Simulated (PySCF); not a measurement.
**NMR problem set**

Theoretical values (PySCF): geometry from GFN2-xTB, shielding tensors at PBE0/pcSseg-1 (GIAO). Averaged over atoms made equivalent by symmetry, fast rotation or ring inversion, gas phase, one computed conformer, non-relativistic.

Chemical shifts δ = σref − σ; TMS for ¹H (31.72 ppm) and ¹³C (186.93 ppm), all at this level. Where no couplings were computed, multiplicities follow the n + 1 count of equivalent neighbours, and m marks all less simple cases (inequivalent or close neighbours, rings, F or P nearby). Shifts are as computed. Against solution values, carbons near 30 ppm lie about +3 ppm off and those near 130 ppm about +5 ppm. Of 1211 compounds with measured shifts, 218 miss one by over three times the rms of a fit or turn the order of signals round; such compounds aren't used in these exercises. OH and NH positions are gas-phase values without hydrogen bonding to other molecules.

Question: C7H11NOSi. ¹H NMR (400 MHz, computed): δ 7.56 (m, 1H), 7.10 (s, 1H), 7.06 (d, 1H), 6.70 (d, 1H), 5.15 (s, 3H), 3.77 (s, 2H), 0.71 (br s, 2H). ¹³C{¹H} NMR (computed): δ 163.0, 155.8, 135.5, 125.0, 123.8, 116.4, 54.3. What is it?

Answer: `InChI=1S/C7H11NOSi/c8-5-6-2-1-3-7(4-6)9-10/h1-4H,5,8H2,10H3`. Rings plus π bonds: 4 (1 ring in the answer). 7 carbon signals for 7 carbons: no two carbons are equivalent. Carbon types of the structure: 2 × C, 4 × CH, 1 × CH2, leaving 5 H on heteroatoms. δC 163.0: aromatic carbon bearing oxygen; the electronegative substituent deshields the carbon that carries it. δC 155.8: substituted aromatic carbon. δC 135.5, 125.0, 123.8, 116.4: aromatic CH. δC 54.3: sp3 CH2 bonded to N, on an aromatic ring; the inductive effect lowers its shielding.

The data come from this structure; uniqueness wasn't tested.

Question: C4H7N3. ¹H NMR (500 MHz, computed): δ 7.81 (m, 1H), 7.54 (m, 1H), 4.54 (q, 2H), 1.47 (t, 3H). ¹³C{¹H} NMR (computed): δ 138.7 (CH), 127.8 (CH), 46.5 (CH2), 20.8 (CH3). Give a structure.

Answer: `CCn1ccnn1`. Rings plus π bonds: 3 (1 ring in the answer). 4 carbon signals for 4 carbons: no two carbons are equivalent. Carbon types of the structure: 2 × CH, 1 × CH2, 1 × CH3, which accounts for all hydrogens. δC 138.7, 127.8: aromatic CH next to a ring nitrogen. δC 46.5: sp3 CH2 bonded to N; deshielded by the electronegative neighbour. δC 20.8: methyl carbon; saturated and bonded to C and H only. δH 7.81, 7.54: hydrogen on an aromatic CH next to a ring nitrogen; the ring current deshields protons in the ring plane.

This is the structure that produced the data.

Question: C8H11NSi. ¹H NMR (500 MHz, computed): δ 6.84 (q, 1H), 6.16 (d, 1H), 5.21 (m, 1H), 4.30 (d, 3H), 3.59 (m, 1H), 1.07 (m, 2H), 0.47 (m, 2H). ¹³C{¹H} NMR (computed): δ 152.8 (CH), 149.9 (CH), 137.6 (C), 131.6 (CH), 124.8 (C), 14.5 (CH), 12.0 (CH2). What is it?

Answer: `N#CC(/C=C\C1CC1)=C\[SiH3]`. Rings plus π bonds: 5 (1 ring in the answer). 7 carbon signals for 8 carbons: some carbons are equivalent by symmetry or fast rotation. Carbon types of the structure: 2 × C, 4 × CH, 2 × CH2, leaving 3 H on heteroatoms. δC 152.8, 149.9, 131.6: alkene CH; as expected for a trigonal carbon in a double bond. δC 137.6: fully substituted alkene carbon; an sp2 carbon of a C=C bond. δC 124.8: nitrile carbon; typical of a nitrile. δH 6.84, 6.16, 5.21: hydrogen on an alkene CH; attached to an sp2 carbon and in the plane of the double bond.

This is the structure that produced the data.
